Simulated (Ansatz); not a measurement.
Reading a saddle point

A first-order saddle point of GeNH7S, singlet, PBE0-D4/def2-TZVP, with one imaginary mode of 125i cm⁻¹:

```
10
angstrom
Ge -1.0117 0.4517 -0.1129
N 0.2031 -0.9216 0.6433
H -1.4696 0.0650 -1.5117
H -2.1928 0.1121 0.8582
H -0.5606 1.8638 0.2323
H 1.0281 -0.7313 -0.0444
S 1.5439 0.4465 -1.5306
H 0.4615 -0.7399 1.6088
H -0.1607 -1.8681 0.5750
H 2.1586 1.3217 -0.7178
```

Program: Ansatz 0.2.0. Basis: def2-TZVPP and def2-QZVPP. Cores are frozen in the correlated methods. Filled d shells of the heavier atoms are correlated. The def2 sets are not built for correlating such inner shells, so the correlated values are less sure here. Extrapolation: Hartree–Fock as exp(−7.88 √X), correlation as X^−2.97.

Task: Which contacts change along the imaginary mode, and what lies on either side? (Judge from chemistry; the calculation decides.)

Result: By the calculation: The step is GeNH₅ ([NH2][GeH3]) + H₂S → GeH₄S ([SH][GeH3]) + NH₃, with the molecules in contact on both sides. Shortening one way: Ge1–S7, N2–H6; lengthening the same way: Ge1–N2, H6–S7.
```csv
pair,one side (Å),saddle (Å),other side (Å)
Ge1–S7,4.18,2.92,2.21
N2–H6,2.12,1.09,1.01
Ge1–N2,1.85,1.98,4.04
H6–S7,1.36,1.97,3.92
```

Task: Which side is lower, and how far does the saddle lie above each? (Judge from chemistry; the value comes from the calculation.)

Result: By the calculation: The side with Ge1–S7, N2–H6 short is lower by 48.6 kJ/mol; the saddle lies 122.2 kJ/mol above it and 73.6 kJ/mol above the other (CCSD(T) at an estimated basis limit (MP2 extrapolated from triple and quadruple zeta, plus CCSD(T) − MP2 in triple zeta); electronic energies).

The T1 diagnostic stays at or below 0.012.

Exchanges of this kind with a chalcogen hydride build sulfide and selenide films.

Labels in which every atom is bracketed show which atoms are joined, not bond orders.

For scale, one of the runs: CCSD(T)/def2-TZVPP, 219 basis functions (an equivalent command: `ansatz run in.yaml --threads 4`). Hardware: 4 CPU threads, shared host. Wall time 87 s; peak host memory 3.2 GiB.
